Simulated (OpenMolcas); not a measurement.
A calculation on C.

| Item | Value |
| --- | --- |
| Program | OpenMolcas 26.06 |
| Method | RASSCF |
| Basis | ANO-RCC-VQZP [5s4p3d2f1g] |
| Scalar Hamiltonian | DKH2, point nucleus |
| Active space | 4 electrons in 9 orbitals (RAS2 2s 2p; RAS3 3d, at most 2 electrons) |
| State averaging | 2S+1 = 3 even, 3 roots; 2S+1 = 1 even, 6 roots; 2S+1 = 5 odd, 1 root; 2S+1 = 3 odd, 8 roots |
| Spin-orbit coupling | RASSI with atomic mean-field integrals over the reference wave functions, term energies averaged over their components |

Question: Which level of the active space comes out lowest?

Answer: 2s2 2p2 3P0, with 100 % of that term; it is also the measured ground level.

Question: How high does 2s 2p3 3P* 2 lie?

Answer: 81435 cm-1 above the lowest level; measured 75255 cm-1 above the ground level, so the calculation is off by +8 %.

Question: How high does 2s 2p3 3D* 1 lie?

Answer: 66599 cm-1 above the lowest level; measured 64090 cm-1 above the ground level, so the calculation is off by +4 %.

Question: How high does 2s 2p3 3P* 0 lie?

Answer: 81435 cm-1 above the lowest level; measured 75256 cm-1 above the ground level, so the calculation is off by +8 %.

Measured values: NIST Handbook of Basic Atomic Spectroscopic Data.

Without dynamic correlation excited terms often stand tens of per cent too high (terms of higher spin than the ground term too low), and those without a measured partner can miss by more than the paired ones. Active for correlation alone: 3d; no level in the range computed is led by a configuration that fills it, so any true level of that kind is missing. Measured partners are found by configuration, term and J. A level has none where our copy of the source lacks it or the pairing is in doubt (some pairs that miss far off the trend of their configuration count as doubtful), and it then counts in no deviation. Only configurations of the active space appear.

* marks odd parity.
